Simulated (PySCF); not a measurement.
Compound: C₅H₁₄N₂Si.
Z-matrix (Å and degrees, GFN2-xTB geometry), rows numbered from 1:
```
C 
N   1  1.4462
Si  2  1.7257  1  120.99
N   2  1.4043  1  110.66  3  -161.41
C   4  1.4524  2  116.78  1   111.23
C   5  1.5266  4  102.69  2   172.41
C   6  1.5415  5  104.27  4   -30.61
C   4  1.4547  2  114.43  1  -124.53
H   1  1.0913  2  109.32  3  -147.85
H   1  1.0870  2  109.32  3   -28.31
H   1  1.0952  2  111.87  3    92.21
H   3  1.4731  2  114.56  1   -72.49
H   3  1.4622  2  107.64  1   167.19
H   3  1.4612  2  105.19  1    48.11
H   5  1.0913  4  109.88  2   -66.98
H   5  1.1023  4  111.81  2    53.55
H   6  1.0884  5  111.77  4  -152.14
H   6  1.0890  5  109.85  4    87.52
H   7  1.0891  6  111.64  5  -112.54
H   7  1.0888  6  110.58  5   127.11
H   8  1.1000  4  111.38  2   -49.53
H   8  1.0916  4  109.28  2    69.98
```

Probes without a nucleus sit at each ring's centroid and 1 Å off its mean plane on both sides; NICS is minus the shielding there, NICSzz its component along the normal. Level: GIAO PBE0/pcSseg-1 (PySCF, non-relativistic, gas phase) on the GFN2-xTB geometry, one conformer.

Ring bond lengths (Å), with Mayer bond orders in brackets: N4–C5 1.452 (0.93), C5–C6 1.527 (1.04), C6–C7 1.542 (1.03), C7–C8 1.533 (1.04), C8–N4 1.455 (0.93).

Question: Give the NICS values of each ring in ppm.

Answer: 
```csv
ring,type,NICS(0),"NICS(1), two faces","NICS(1)zz, two faces",rms pucker (Å),"centre to ring atoms, mean (Å)"
N4–C5–C6–C7–C8,5-membered ring with N; formal bonds all single,-8.6,-4.4 / -3.5,-4.4 / -3.0,0.18,1.26
```

Question: What can be read from them?

Answer: 
- N4–C5–C6–C7–C8: mean NICS(1)zz -3.7 ppm, shielded. C5, C6, C7, C8 have four or more neighbours, and the NICS criterion for π rings isn't applied.

Question: At the second NICS(1) probe listed for ring N4–C5–C6–C7–C8, 1 Å off the ring, what do the in-plane components average?

Answer: The isotropic value is a third of the trace: (3 × -3.5 − (-3.0))/2 = -3.8 ppm.

Question: List the ring angles and the Hirshfeld charges of the ring atoms.

Answer: 
- N4–C5–C6–C7–C8: N4 105.7° (-0.047 e), C5 102.7° (-0.035 e), C6 104.3° (-0.069 e), C7 104.8° (-0.069 e), C8 104.1° (-0.036 e); sum 521.6° against 540° for a flat convex ring.

Question: What are the shieldings of the ring atoms and their hydrogens in the same run (means over atoms taken as equivalent)?

Answer: 
```tsv
atoms	environment	σ isotropic (ppm)
N4	hydrazine nitrogen	156.9
C5 (×2)	sp3 carbon bound to nitrogen	132.7
C6 (×2)	ring CH2 carbon	162.6
H15 (×4)	methylene hydrogen	28.89
H17 (×4)	methylene hydrogen	29.92
```
